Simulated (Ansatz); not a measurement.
Job for Ansatz (an electronic-structure program): R-BLYP/def2-TZVPP on AlAsH4 (SMILES [AlH2][AsH2]), a point of a torsion scan.

Ansatz 0.2 input:
```yaml
crystal:
  periodic: [false, false, false]
  atoms:
    - {symbol: Al, position_ang: [-0.85525549, -0.12667398, -0.08272596]}
    - {symbol: As, position_ang: [1.51728702, -0.47617947, -0.17803821]}
    - {symbol: H, position_ang: [-2.03649661, -1.04149520, -0.52182709]}
    - {symbol: H, position_ang: [-1.43150363, 1.23296365, 0.42624419]}
    - {symbol: H, position_ang: [1.33887632, 0.17043831, -1.54382075]}
    - {symbol: H, position_ang: [1.44877238, 0.91234178, 0.43500330]}
basis:
  gaussian:
    orbitals: def2-TZVPP
hamiltonian:
  xc: {name: BLYP}
scf: {lower_state_search: off}
```

### Question
Give the final energy of this run.

### Answer
-2480.7398 hartree.
